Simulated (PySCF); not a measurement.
A run for PySCF: R-B3LYP/3-21G on aminoborane (SMILES BN).

```python
from pyscf import gto, scf, dft, mp
from pyscf.data.elements import chemcore

mol = gto.M(
    atom='''
    B     0.56177470   -0.49259856   -0.14923002
    N    -0.51177674    0.25759647    0.29739012
    H     0.74411189   -0.63784602   -1.31991371
    H     1.29521280   -0.98582168    0.65819076
    H    -0.69782859    0.40530084    1.28115276
    H    -1.16605292    0.70457595   -0.32372215
    ''',
    basis='3-21g',
    charge=0, spin=0, verbose=3, max_memory=1800)
mf = dft.RKS(mol, xc='b3lyp')
mf.conv_tol = 1e-8
mf.max_cycle = 100
mf.kernel()
if not mf.converged:
    mf = mf.newton().run(mf.mo_coeff, mf.mo_occ)
```

Problem. Give the final energy of this run.

Solution. -81.5931 hartree.
